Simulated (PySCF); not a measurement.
# Static response to an electric field

CH₈N₂O₂Si₂.
Geometry (GFN2-xTB, Å), atoms numbered from 1 in this order:
```xyz
15
CH8N2O2Si2 angstrom
O      2.4923   -0.2446   -1.2581
Si     1.4512   -0.4089   -0.0216
N      0.1466   -1.3452   -0.5747
C     -1.1952   -1.0066   -0.1555
Si    -1.1257    0.7284    0.6104
O     -2.1066    1.7104   -0.2368
N      0.5549    1.0175    0.3911
H      3.3045    0.2352   -1.1349
H      2.1721   -0.8949    1.1643
H      0.2550   -2.2752   -0.9413
H     -1.5699   -1.7359    0.5725
H     -1.8706   -1.0417   -1.0150
H     -1.4961    0.7632    2.0307
H     -2.0289    2.6576   -0.1708
H      1.0122    1.8486    0.7178
```

Level: PBE0/def2-SVPD (PySCF), static field, nuclei fixed, core orbitals frozen in the response. The polarisability tensor in these axes (au):

```
x   89.37 -3.24 -2.48
y   -3.24 77.67  3.01
z   -2.48  3.01 71.67
```

Q: What are the eigenvalues, a third of the trace, and Δα (Δα² = ½Σ(αi − αj)² over the three pairs)?

A: Principal values 70.36, 77.61 and 90.74 au; mean 79.57 au = 11.79 Å³ = 13.12 × 10⁻⁴⁰ C²·m²/J; Δα = 17.90 au (22 % of the mean).

Q: What is the dipole moment, and where does it point?

A: (1.17, 1.38, 1.20) D, 2.17 D in size, pointing from the negative to the positive side. Measured along this direction, the outermost atoms are H12 at the negative end and H15 at the positive end.

Q: Refractivity n − 1 of an ideal gas of it at 350 K and 1 atm, from the electronic α?

A: N = p/kT = 2.0968 × 10¹⁹ cm⁻³, so n − 1 = 2π × N × 11.79 × 10⁻²⁴ cm³ = 1553 × 10⁻⁶ at long wavelengths.

Q: Find the Langevin capture rate constant for NH4+ (18.034 u) meeting this molecule (136.012 u), k = 2.342 × 10⁻⁹ cm³/s × √(α in Å³ / reduced mass in u).

A: The reduced mass is 15.92 u, so k = 2.02 × 10⁻⁹ cm³/s. The formula leaves out the permanent dipole, which adds to the capture rate.

Q: What depolarisation ratio follows for Rayleigh scattering of linearly polarised light, taking the static tensor?

A: ρ = 3Δα²/(45ᾱ² + 4Δα²) = 961.0/(284919 + 1281.3) = 0.00336.

Q: Give the eigenvalues of the traceless quadrupole moment Θ = ½Σq(3rr − r²1), origin at the centre of nuclear charge.

A: -11.94, -1.73, 13.68 D·Å. The values depend on the origin, since the dipole doesn't vanish. The electronic extent ⟨r²⟩ about the same centre is 1131 bohr², a root-mean-square distance of 2.10 Å for the 72 electrons.

Isolated species at its GFN2-xTB geometry (one conformer only).

The run behind these numbers computed excited states as well. Hardware: an Arm Neoverse V1 with one thread, no GPU, on a shared host. Cost: 47 s, 0.86 GiB resident at most.
